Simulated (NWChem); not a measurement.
AuPH3I; SMILES [Au]([I])<-[PH3]

Computed with NWChem. The geometry was optimised at PBE0/def2-SVP. def2 effective core potentials on I, Au; no spin-orbit coupling. Hybrids' shares of exact exchange are those that their runs print; pure functionals count as 0. The functionals differ in more than this share.

| row | share of exact exchange | orbital gap (eV) |
|---|---|---|
| PBE/def2-TZVP | 0.00 | 3.81 |
| N12/def2-TZVP | 0.00 | 3.73 |
| TPSSh/def2-TZVP | 0.10 | withheld |
| B3LYP/def2-TZVP | 0.20 | 5.12 |
| PBE0/def2-TZVP | 0.25 | 5.54 |

Task: Fit a straight line of the last column on the one before it, predict the withheld value, and compare with the run.

Result: 
1. Means of the 4 shown rows: x = 0.113, y = 4.550. Slope Σ(x − x̄)(y − ȳ)/Σ(x − x̄)² = 0.3615/0.05188 = 6.969; intercept 3.766.
2. The shown rows scatter about the line by 0.038 (root mean square); the largest residual is +0.04, at PBE/def2-TZVP.
3. At x = 0.10 (TPSSh/def2-TZVP; inside the shown range) the line gives 4.46.
4. The run gives 4.68, +0.22 from the line, 5.8 times the scatter.
